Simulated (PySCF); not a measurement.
Br: interval between two levels

Br [Ar] 3d10 4s2 4p5 [2P3/2, M_J = 3/2] → Br [Ar] 3d10 4s1 4p6 [2S1/2, M_J = 1/2], as a difference of total energies. Calculation: PySCF 2.14, in x2c-TZVPall-2c with one added diffuse shell each of s, p, d type (7s8p5d1f, 63 functions); the two-component X2C-1e Hamiltonian. Correlated levels: [Ne] frozen. "Screened" scales the spin-orbit matrix elements by Boettger's factors to mimic the two-electron term; Breit and QED terms are absent.

```
                    method  interval between two levels (cm⁻¹)
           GHF (spin-free)                              120900
          GMP2 (spin-free)                              105350
 GHF (screened spin-orbit)                              122100
GMP2 (screened spin-orbit)                              106560
```
